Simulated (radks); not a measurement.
Values are calculated unless marked as measured or tabulated.
Effect of the nuclear size on neutral lutetium, [Xe] 4f14 5d1 6s2. Code: a radial shooting solver on a logarithmic mesh with Libxc functionals. Model: Dirac Kohn-Sham, PBE, spin-unpolarised, spherical densities, finite nucleus; open shells fill j = l - 1/2 first; Fermi nuclear charge, rms radius 5.37 fm. The rms radius is varied about that value; shifts are against it.

rms radius (fm)  total energy shift (eV)  density at nucleus (e/bohr^3)  1s1/2 shift (meV)  2s1/2 shift (meV)  5s1/2 shift (meV)  5p1/2 shift (meV)  6s1/2 shift (meV)  5d3/2 shift (meV)  6p1/2 (empty) shift (meV)
4.7847                             -9.16                      1.153e+06              -3730               -512              -4.07              0.336             -0.216              0.240                      0.105
4.9458                             -6.71                      1.141e+06              -2740               -375              -2.98              0.246             -0.158              0.176                      0.077
5.37                                   0                      1.111e+06              0.000              0.000              0.000              0.000              0.000              0.000                      0.000
5.8748                              8.47                       1.08e+06               3450                473               3.76             -0.311              0.199             -0.222                     -0.097
6.589                               21.3                      1.041e+06               8700               1190               9.47             -0.781              0.502             -0.559                     -0.244

Slopes of the eigenvalues against <r^2> in GHz/fm^2, as finite differences over the two radii next to the reference (eigenvalue slopes, not the field-shift constants of lines): 1s1/2 149000, 2s1/2 20400, 5s1/2 162, 5p1/2 -13.4, 6s1/2 8.60, 5d3/2 -9.58, 6p1/2 (empty) -4.17.
